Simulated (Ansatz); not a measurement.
`N#CCBr` + `COC=O` → `COC(=O)CC#N` + HBr  (formal exchange of groups at a C–Br bond)

Gas-phase electronic energies from Ansatz, PBE0-D4/def2-TZVP geometries. CCSD(T)/CBS adds triple-zeta CCSD(T) − MP2 to the extrapolated MP2 energy (def2 sets, frozen cores). DFT in def2-TZVPP. B3LYP here is the variant with VWN-RPA as its local correlation; programs differ in this. HSE06 is defined as in plane-wave codes. For Br outer-core shells are correlated without core-valence functions, which leaves a few kJ/mol of doubt a bond. Scalar relativity is left out up to krypton. Each species was taken in one conformer, which may not be the lowest.

| level | ΔE (kcal/mol) | difference from CCSD(T)/CBS |
| --- | --- | --- |
| LDA (SPW92) | -13.9 | -2.7 |
| PBE-D4 | -10.4 | 0.8 |
| revPBE-D4 | -10.1 | 1.1 |
| BLYP-D4 | -9.2 | 2.0 |
| r2SCAN-D4 | -12.0 | -0.8 |
| B97M-V | -12.4 | -1.2 |
| PBE0-D4 | -11.7 | -0.5 |
| B3LYP-D4 | -10.5 | 0.7 |
| r2SCANh-D4 | -12.3 | -1.1 |
| r2SCAN0-D4 | -12.6 | -1.4 |
| HSE06-D4 | -11.6 | -0.4 |
| BHLYP-D4 | -11.6 | -0.4 |
| CAM-B3LYP-D4 | -12.2 | -1.0 |
| ωB97X-V | -11.9 | -0.7 |
| ωB97M-V | -11.9 | -0.7 |
| B2PLYP | -10.2 | 1.0 |
| PBE-QIDH | -11.9 | -0.7 |
| revPBE | -8.7 | 2.5 |
| BLYP | -8.3 | 2.9 |
| r2SCAN | -11.7 | -0.5 |
| PBE0 | -11.2 | 0.0 |
| B3LYP | -9.8 | 1.4 |
| r2SCANh | -12.0 | -0.8 |
| r2SCAN0 | -12.3 | -1.1 |
| HSE06 | -11.1 | 0.1 |
| BHLYP | -11.3 | -0.1 |
| CAM-B3LYP | -11.7 | -0.5 |
| LC-ωPBE | -12.7 | -1.5 |
| RPA@PBE/def2-TZVPP | -10.0 | 1.2 |
| MP2/def2-SVP | -15.0 | -3.8 |
| CCSD(T)/def2-SVP | -15.1 | -3.9 |
| HF/def2-TZVPP | -11.6 | -0.4 |
| MP2/def2-TZVPP | -10.8 | 0.4 |
| SCS-MP2/def2-TZVPP | -10.1 | 1.1 |
| CCSD/def2-TZVPP | -11.4 | -0.2 |
| CCSD(T)/def2-TZVPP | -11.2 | 0.0 |
| MP2/def2-QZVPP | -10.8 | 0.4 |
| HF/CBS(def2) | -11.6 | -0.4 |
| MP2/CBS(def2) | -10.9 | 0.3 |
| CCSD/CBS(def2) | -11.4 | -0.2 |
| CCSD(T)/CBS | -11.2 | 0 |

Largest T1 diagnostic among the species: 0.015.

Leaving LDA and LC-ωPBE aside and taking each functional with its dispersion term where it has one, the values spread over 3.4 kcal/mol, from r2SCAN0-D4 to BLYP-D4. LDA lies −4.0 kcal/mol from PBE without D4. From PBE to PBE0 (25 % exact exchange), in def2-TZVPP and without D4, ΔE moves by −1.3 kcal/mol. At CCSD(T), def2-SVP lies −3.9 kcal/mol from the extrapolated value and def2-TZVPP +0.0 kcal/mol.
